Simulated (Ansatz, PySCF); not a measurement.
The pair A = boric acid (SMILES OB(O)O) (first 7 atoms), B = H2O (SMILES O); geometry from B3LYP-D3(BJ)/def2-TZVP.
(charge 0, multiplicity 1):
```xyz
10

O      0.48813    -0.25236    -1.40220
B      0.21300    -0.13651    -0.06670
O      0.60554     1.00679     0.59680
O     -0.44347    -1.17900     0.53079
H      0.94910     0.52239    -1.73633
H      0.36812     0.99666     1.53253
H     -0.60128    -1.02357     1.46970
O     -0.47296     0.11742     3.18890
H     -1.27668     0.47406     3.58302
H      0.07654    -0.18708     3.91955
```

Rows in 6-31G* carry no dispersion term and start afresh at each structure (6-31G* with six Cartesian d functions).

Programs: Ansatz (Gaussian basis) for Hartree–Fock, density functionals and correlated methods; PySCF for 6-31G* rows. Each number belongs to the level named beside it.

Total energies (hartree), monomers frozen at their geometry in the pair:

| structure | HF/6-31G* | B3LYP/6-31G* | B3LYP/def2-TZVPPD |
|---|---|---|---|
| AB | -327.1972895 | -328.8948367 | -329.0945730 |
| A in the pair's basis | -251.1711709 | -252.4672724 | -252.6127469 |
| B in the pair's basis | -76.0114789 | -76.4115764 | -76.4694408 |
| A | -251.1703151 | -252.4663214 | -252.6127072 |
| B | -76.0101433 | -76.4087313 | -76.4693962 |

Question: Work out the interaction energy without and with the counterpoise correction, and the superposition error, for each level.

Answer: 
E(AB) − E(A) − E(B), times 627.509 kcal/mol, with the monomers in their own basis and then in the pair's basis:
- HF/6-31G*: -10.56 uncorrected, -9.19 corrected; the monomers gain 1.38 kcal/mol from borrowed functions
- B3LYP/6-31G*: -12.41 uncorrected, -10.03 corrected; the monomers gain 2.38 kcal/mol from borrowed functions
- B3LYP/def2-TZVPPD: -7.82 uncorrected, -7.77 corrected; the monomers gain 0.05 kcal/mol from borrowed functions

Ansatz is an electronic-structure program.
